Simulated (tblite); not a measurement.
A geometry optimisation, step by step.

BBrH₄Si.
Numbering: `[BH2:1][SiH2:2][Br:3]` (hydrogens: H4, H5 on B1; H6, H7 on Si2)

Computed with GFN2-xTB (tblite), gas phase: L-BFGS steps from a force-field or distance-geometry start until the largest atomic force falls under 0.01 eV/Å. 14 of its 28 geometries are shown.

Step 0: E = -247.6856 eV, largest atomic force 0.895 eV/Å
```
atom  x, y, z in Å  |  force x, y, z in eV/Å
B1     -1.167    0.189   -0.020   -0.713   0.539  -0.045
Si2     0.699   -0.274    0.065   -0.200  -0.305   0.154
Br3     1.953    1.442   -0.680   -0.025  -0.336   0.112
H4     -1.581    1.133    0.573    0.010  -0.394  -0.252
H5     -1.915   -0.454   -0.671    0.118   0.232   0.256
H6      0.948   -1.466   -0.759    0.490   0.179   0.031
H7      1.067   -0.566    1.466    0.321   0.086  -0.256
```

Step 2: E = -247.7374 eV, largest atomic force 0.542 eV/Å
```
atom  x, y, z in Å  |  force x, y, z in eV/Å
B1     -1.195    0.212   -0.024    0.338  -0.178  -0.152
Si2     0.681   -0.288    0.072   -0.369   0.000  -0.019
Br3     1.952    1.422   -0.673   -0.044  -0.304   0.103
H4     -1.586    1.119    0.563   -0.336   0.381   0.190
H5     -1.912   -0.443   -0.659   -0.271  -0.003  -0.059
H6      0.977   -1.456   -0.758    0.389   0.077  -0.016
H7      1.087   -0.561    1.452    0.292   0.028  -0.047
```

Step 4: E = -247.7902 eV, largest atomic force 0.526 eV/Å
```
atom  x, y, z in Å  |  force x, y, z in eV/Å
B1     -1.214    0.235   -0.040    0.245  -0.201   0.109
Si2     0.634   -0.309    0.081    0.210   0.027  -0.090
Br3     1.946    1.369   -0.655   -0.017  -0.104   0.028
H4     -1.617    1.127    0.562   -0.249   0.405   0.147
H5     -1.932   -0.428   -0.648   -0.439  -0.116  -0.265
H6      1.049   -1.436   -0.757    0.138   0.018   0.005
H7      1.138   -0.552    1.430    0.113  -0.029   0.066
```

Step 6: E = -247.8083 eV, largest atomic force 0.269 eV/Å
```
atom  x, y, z in Å  |  force x, y, z in eV/Å
B1     -1.218    0.236   -0.039   -0.202  -0.090   0.154
Si2     0.628   -0.318    0.081    0.206  -0.011   0.013
Br3     1.943    1.344   -0.648    0.064   0.071  -0.042
H4     -1.639    1.145    0.566   -0.008   0.018  -0.101
H5     -1.958   -0.424   -0.654   -0.145   0.096  -0.063
H6      1.084   -1.428   -0.756    0.055  -0.040  -0.009
H7      1.163   -0.550    1.424    0.030  -0.043   0.048
```

Step 8: E = -247.8155 eV, largest atomic force 0.189 eV/Å
```
atom  x, y, z in Å  |  force x, y, z in eV/Å
B1     -1.228    0.228   -0.029   -0.106  -0.064   0.069
Si2     0.638   -0.321    0.082   -0.088  -0.006   0.050
Br3     1.947    1.342   -0.648    0.070   0.100  -0.050
H4     -1.647    1.154    0.561    0.060  -0.116  -0.137
H5     -1.977   -0.418   -0.661    0.001   0.148   0.053
H6      1.098   -1.428   -0.757    0.039  -0.030  -0.005
H7      1.172   -0.553    1.426    0.025  -0.033   0.019
```

Step 10: E = -247.8193 eV, largest atomic force 0.102 eV/Å
```
atom  x, y, z in Å  |  force x, y, z in eV/Å
B1     -1.237    0.219   -0.020    0.086  -0.052  -0.015
Si2     0.639   -0.322    0.084   -0.090  -0.011   0.016
Br3     1.953    1.346   -0.651   -0.014   0.024  -0.009
H4     -1.649    1.154    0.552    0.030  -0.037  -0.040
H5     -1.990   -0.406   -0.663   -0.016   0.058   0.029
H6      1.109   -1.429   -0.757   -0.003   0.033   0.036
H7      1.180   -0.556    1.428    0.007  -0.015  -0.017
```

Step 12: E = -247.8202 eV, largest atomic force 0.056 eV/Å
```
atom  x, y, z in Å  |  force x, y, z in eV/Å
B1     -1.236    0.215   -0.018    0.038  -0.010  -0.022
Si2     0.635   -0.324    0.086    0.028   0.000   0.003
Br3     1.953    1.348   -0.652   -0.053  -0.015   0.011
H4     -1.648    1.151    0.547    0.024   0.007  -0.001
H5     -1.993   -0.400   -0.662   -0.033   0.005  -0.006
H6      1.111   -1.428   -0.755   -0.006   0.024   0.028
H7      1.181   -0.558    1.427    0.002  -0.010  -0.013
```

Step 15: E = -247.8207 eV, largest atomic force 0.048 eV/Å
```
atom  x, y, z in Å  |  force x, y, z in eV/Å
B1     -1.233    0.212   -0.021   -0.042   0.020  -0.013
Si2     0.636   -0.324    0.088    0.005  -0.003   0.007
Br3     1.946    1.347   -0.652   -0.026   0.019  -0.001
H4     -1.643    1.151    0.544    0.035   0.008   0.002
H5     -1.999   -0.396   -0.661    0.002  -0.006  -0.006
H6      1.113   -1.425   -0.751    0.016  -0.029  -0.013
H7      1.183   -0.560    1.426    0.010  -0.009   0.023
```

Step 17: E = -247.8211 eV, largest atomic force 0.063 eV/Å
```
atom  x, y, z in Å  |  force x, y, z in eV/Å
B1     -1.234    0.211   -0.023    0.001   0.003   0.000
Si2     0.637   -0.325    0.089   -0.053  -0.033   0.004
Br3     1.939    1.349   -0.651   -0.001   0.044  -0.010
H4     -1.637    1.151    0.542    0.016   0.024   0.008
H5     -2.003   -0.393   -0.662    0.013  -0.007  -0.007
H6      1.115   -1.425   -0.749    0.017  -0.029  -0.014
H7      1.186   -0.563    1.427    0.006  -0.002   0.020
```

Step 19: E = -247.8216 eV, largest atomic force 0.062 eV/Å
```
atom  x, y, z in Å  |  force x, y, z in eV/Å
B1     -1.235    0.211   -0.027    0.041  -0.013   0.024
Si2     0.636   -0.329    0.092   -0.037  -0.049  -0.006
Br3     1.927    1.355   -0.651   -0.008   0.024  -0.001
H4     -1.626    1.154    0.540   -0.011   0.031   0.002
H5     -2.009   -0.391   -0.664    0.018   0.001  -0.007
H6      1.119   -1.428   -0.748    0.008  -0.005   0.001
H7      1.189   -0.567    1.431   -0.011   0.011  -0.013
```

Step 21: E = -247.8219 eV, largest atomic force 0.038 eV/Å
```
atom  x, y, z in Å  |  force x, y, z in eV/Å
B1     -1.234    0.210   -0.028    0.008  -0.004   0.033
Si2     0.634   -0.334    0.093    0.024  -0.012  -0.012
Br3     1.919    1.359   -0.651   -0.032  -0.015   0.013
H4     -1.619    1.157    0.539   -0.011   0.009  -0.015
H5     -2.010   -0.389   -0.665    0.023   0.016   0.002
H6      1.122   -1.431   -0.747    0.006  -0.003   0.002
H7      1.190   -0.568    1.431   -0.017   0.011  -0.022
```

Step 23: E = -247.8222 eV, largest atomic force 0.052 eV/Å
```
atom  x, y, z in Å  |  force x, y, z in eV/Å
B1     -1.232    0.210   -0.026   -0.028   0.008   0.019
Si2     0.632   -0.341    0.094    0.039   0.033  -0.011
Br3     1.909    1.362   -0.650   -0.034  -0.029   0.013
H4     -1.615    1.162    0.537    0.000  -0.014  -0.021
H5     -2.009   -0.386   -0.666    0.021   0.020   0.009
H6      1.127   -1.433   -0.746    0.007  -0.017  -0.011
H7      1.190   -0.569    1.430   -0.005  -0.001   0.002
```

Step 25: E = -247.8225 eV, largest atomic force 0.018 eV/Å
```
atom  x, y, z in Å  |  force x, y, z in eV/Å
B1     -1.231    0.209   -0.023   -0.006   0.005  -0.002
Si2     0.633   -0.345    0.093    0.003   0.018  -0.001
Br3     1.897    1.364   -0.649   -0.007  -0.005  -0.002
H4     -1.610    1.165    0.534   -0.003  -0.007  -0.006
H5     -2.008   -0.382   -0.667    0.006   0.006   0.004
H6      1.131   -1.437   -0.746    0.002  -0.009  -0.009
H7      1.190   -0.570    1.430    0.005  -0.008   0.015
```

Step 27: E = -247.8225 eV, largest atomic force 0.007 eV/Å
```
atom  x, y, z in Å  |  force x, y, z in eV/Å
B1     -1.231    0.209   -0.023    0.006   0.002  -0.002
Si2     0.634   -0.344    0.093   -0.001  -0.003   0.004
Br3     1.897    1.364   -0.649   -0.001   0.002  -0.005
H4     -1.609    1.165    0.533   -0.007   0.001   0.000
H5     -2.008   -0.382   -0.667    0.002   0.001   0.000
H6      1.131   -1.437   -0.746   -0.001   0.001  -0.001
H7      1.190   -0.570    1.431    0.002  -0.004   0.004
```

Q: Summarise the path.

A: The energy falls by 0.1369 eV from step 0 to step 27; nine tenths of that is first reached at step 7. It never rises by more than 0.2 meV. The largest force goes from 0.895 to 0.007 eV/Å. Among the bonds B1–Si2 changes most, from 1.924 to 1.948 Å; the atoms move by 0.115 Å rms after alignment.

What follows is the cost of the whole relaxation. Time: 0.17 s wall. Hardware: an Arm Neoverse N1 with one thread, on a shared host.
